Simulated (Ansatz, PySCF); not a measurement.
Stretching the Ge1–H2 bond in GeH4 (SMILES [GeH4]) (multiplicity 1 held, fragments rigid). Energies count from the point at 1.536 Å.
Geometry at that point (charge 0, multiplicity 1):
```xyz
5

Ge     0.0000     0.0000     0.0000
H     -0.6159    -0.8821    -1.0960
H      0.5733    -0.8907     1.1121
H     -1.0824     0.9183     0.5865
H      1.1249     0.8545    -0.6025
```

R- and RO- levels are restricted; in cc, def2 and unpolarised 6-31G sets they are followed outwards from rest. U- levels take the lowest unrestricted solution at each point, which mixes spins at long bonds. Active spaces are followed from a long bond inwards. Levels need not reach the same state.

Correlated levels freeze the cores. Filled d and f shells under p-block atoms count as core. Rows in LANL2DZ carry no dispersion term and start afresh at each structure. LANL2DZ brings its own core potentials from Na on.

Programs: Ansatz (a quantum-chemistry and plane-wave program) with Gaussian orbitals; PySCF for LANL2DZ rows. Values without a source in brackets are computed.

Energies in kcal/mol.

```tsv
R (Å)	R-PBE/cc-pVTZ	U-r2SCAN/cc-pVTZ	U-B3LYP/LANL2DZ	R-SCS-MP2/cc-pVTZ	FIC-MRCISD+Q on CASSCF(2,2)/cc-pVTZ
1.229	30.1	28.5	30.6	31.2	31.5
1.382	6.0	5.2	6.3	6.1	6.3
1.536	0.0	0.0	0.0	0.0	0.0
1.689	3.3	4.1	3.3	3.9	3.5
1.843	11.1	12.8	11.4	12.8	11.8
2.073	26.2	29.1	27.2	29.8	27.6
2.304	41.8	45.6	43.8	47.5	43.4
2.688	64.4	67.6	67.7	73.5	64.6
3.072	81.6	77.8	79.8	93.2	77.6
3.532	95.9	83.4	85.2	108.6	84.8
4.147	107.0	86.0	87.3	116.9	87.6
4.915	113.7	86.8	87.9	112.5	88.3
```

Doubts at one or more of the structures used: a restricted determinant that unrestricted orbitals would lower (R-PBE/cc-pVTZ, R-SCS-MP2/cc-pVTZ); a spin-contaminated determinant (U-r2SCAN/cc-pVTZ, U-B3LYP/LANL2DZ).
